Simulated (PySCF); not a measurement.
## Calculated data, AlBFH$_{2}$

Computed with PySCF 2.14.0. Calculation on a computer-drawn molecule: vertical ionisation energy to the stated ion spin, frozen-core CCSD(T) at the basis limit and cheaper methods, single-reference cases, UHF for radicals, no spin-orbit; all values are single points at the evaluated structure, the first of each entry, which is the reference or a displaced copy of it and isn't optimised; the reference structure only sets the zero of the energies above reference; triples share is (T) over the correlation energy.

Common to all runs: charge 1; multiplicity 1; ion multiplicity 2; diffuse functions no; basis cc-pV(n+d)Z; reference is the Hartree-Fock double-zeta minimum; best is HF at quadruple zeta + MP2 correlation extrapolated from triple and quadruple zeta + CCSD(T) minus MP2 at triple zeta; basis step is the size of the change from the same recipe one zeta lower.

```yaml
- entry: 1
  formula: AlBFH2
  evaluated_structure:
    atoms_angstrom:
      - [B, 1.0897, -2.7874, -0.3492]
      - [Al, -0.1073, -1.4762, -1.4155]
      - [F, -1.0681, -0.3409, -2.3238]
      - [H, 0.7718, -2.909, 0.851]
      - [H, 1.9074, -3.4782, -0.957]
  reference_structure:
    atoms_angstrom:
      - [B, 1.0801, -2.8664, -0.3345]
      - [Al, -0.134, -1.4328, -1.4675]
      - [F, -1.0254, -0.3798, -2.3002]
      - [H, 0.8298, -2.9507, 0.8211]
      - [H, 1.8985, -3.4527, -0.9605]
  given:
    drawn_bonds_atom: [1, 2, 1, 1]
    drawn_bonds_other_atom: [2, 3, 4, 5]
    drawn_bonds_order: [1, 1, 1, 1]
  results:
    "ionisation_energy_best [eV]": 18.16
    "ionisation_energy_basis_step [eV]": 0.03779
    "energy_above_reference_best [kcal/mol]": 9.262
    "energy_above_reference_basis_step [kcal/mol]": 0.3474
    triple_zeta_method: [HF, PBE, r2SCAN, B3LYP, wB97X, MP2, CCSD, "CCSD(T)"]
    "triple_zeta_ionisation_energy [eV]": [17.31, 17.77, 17.79, 18.03, 18.04, 17.97, 18.06, 18.06]
    "triple_zeta_energy_above_reference [kcal/mol]": [13.08, 6.965, 8.825, 9.006, 9.126, 9.212, 9.876, 9.303]
    "ionisation_energy_Koopmans_at_triple_zeta [eV]": 18.27
    "ionisation_energy_EOM_CCSD_at_triple_zeta [eV]": 18.18
    "total_energy_HF_triple_zeta [hartree]": -367.0032
    "total_energy_CCSD(T)_triple_zeta [hartree]": -367.4385
    "total_energy_best [hartree]": -367.5084
    T1_diagnostic_at_triple_zeta: 0.01562
    D1_diagnostic_at_triple_zeta: 0.03379
    ion_T1_diagnostic_at_triple_zeta: 0.02404
    ion_D1_diagnostic_at_triple_zeta: 0.07494
    ion_spin_squared_at_triple_zeta: 0.7679
    triples_share_at_triple_zeta: 0.0303
    basis_functions_triple_zeta: 127
- entry: 2
  formula: AlBFH2
  evaluated_structure:
    atoms_angstrom:
      - [B, 1.0897, -2.7874, -0.3492]
      - [Al, -0.1073, -1.4762, -1.4155]
      - [F, -1.105, -0.2973, -2.3588]
      - [H, 0.7718, -2.909, 0.851]
      - [H, 1.9074, -3.4782, -0.957]
  reference_structure:
    atoms_angstrom:
      - [B, 1.0801, -2.8664, -0.3345]
      - [Al, -0.134, -1.4328, -1.4675]
      - [F, -1.0254, -0.3798, -2.3002]
      - [H, 0.8298, -2.9507, 0.8211]
      - [H, 1.8985, -3.4527, -0.9605]
  given:
    drawn_bonds_atom: [1, 2, 1, 1]
    drawn_bonds_other_atom: [2, 3, 4, 5]
    drawn_bonds_order: [1, 1, 1, 1]
  results:
    "ionisation_energy_best [eV]": 18.21
    "ionisation_energy_basis_step [eV]": 0.05224
    "energy_above_reference_best [kcal/mol]": 15.52
    "energy_above_reference_basis_step [kcal/mol]": 0.661
    triple_zeta_method: [HF, PBE, r2SCAN, B3LYP, wB97X, MP2, CCSD, "CCSD(T)"]
    "triple_zeta_ionisation_energy [eV]": [17.38, 17.78, 17.81, 18.05, 18.08, 18.03, 18.11, 18.1]
    "triple_zeta_energy_above_reference [kcal/mol]": [20.58, 12.24, 14.9, 14.97, 15.41, 15.35, 16.38, 15.54]
    "ionisation_energy_Koopmans_at_triple_zeta [eV]": 18.35
    "ionisation_energy_EOM_CCSD_at_triple_zeta [eV]": 18.23
    "total_energy_HF_triple_zeta [hartree]": -366.9913
    "total_energy_CCSD(T)_triple_zeta [hartree]": -367.4285
    "total_energy_best [hartree]": -367.4984
    T1_diagnostic_at_triple_zeta: 0.01666
    D1_diagnostic_at_triple_zeta: 0.03598
    ion_T1_diagnostic_at_triple_zeta: 0.0254
    ion_D1_diagnostic_at_triple_zeta: 0.0738
    ion_spin_squared_at_triple_zeta: 0.775
    triples_share_at_triple_zeta: 0.03112
    basis_functions_triple_zeta: 127
- entry: 3
  formula: AlBFH2
  evaluated_structure:
    atoms_angstrom:
      - [B, 1.0897, -2.7874, -0.3492]
      - [Al, -0.1073, -1.4762, -1.4155]
      - [F, -1.1089, -0.2927, -2.3624]
      - [H, 0.7718, -2.909, 0.851]
      - [H, 1.9074, -3.4782, -0.957]
  reference_structure:
    atoms_angstrom:
      - [B, 1.0801, -2.8664, -0.3345]
      - [Al, -0.134, -1.4328, -1.4675]
      - [F, -1.0254, -0.3798, -2.3002]
      - [H, 0.8298, -2.9507, 0.8211]
      - [H, 1.8985, -3.4527, -0.9605]
  given:
    drawn_bonds_atom: [1, 2, 1, 1]
    drawn_bonds_other_atom: [2, 3, 4, 5]
    drawn_bonds_order: [1, 1, 1, 1]
  results:
    "ionisation_energy_best [eV]": 18.22
    "ionisation_energy_basis_step [eV]": 0.05507
    "energy_above_reference_best [kcal/mol]": 16.25
    "energy_above_reference_basis_step [kcal/mol]": 0.6927
    triple_zeta_method: [HF, PBE, r2SCAN, B3LYP, wB97X, MP2, CCSD, "CCSD(T)"]
    "triple_zeta_ionisation_energy [eV]": [17.38, 17.78, 17.82, 18.05, 18.09, 18.04, 18.11, 18.1]
    "triple_zeta_energy_above_reference [kcal/mol]": [21.44, 12.87, 15.61, 15.67, 16.15, 16.07, 17.13, 16.27]
    "ionisation_energy_Koopmans_at_triple_zeta [eV]": 18.36
    "ionisation_energy_EOM_CCSD_at_triple_zeta [eV]": 18.23
    "total_energy_HF_triple_zeta [hartree]": -366.9899
    "total_energy_CCSD(T)_triple_zeta [hartree]": -367.4274
    "total_energy_best [hartree]": -367.4973
    T1_diagnostic_at_triple_zeta: 0.01677
    D1_diagnostic_at_triple_zeta: 0.03621
    ion_T1_diagnostic_at_triple_zeta: 0.02551
    ion_D1_diagnostic_at_triple_zeta: 0.07272
    ion_spin_squared_at_triple_zeta: 0.7766
    triples_share_at_triple_zeta: 0.0312
    basis_functions_triple_zeta: 127
```
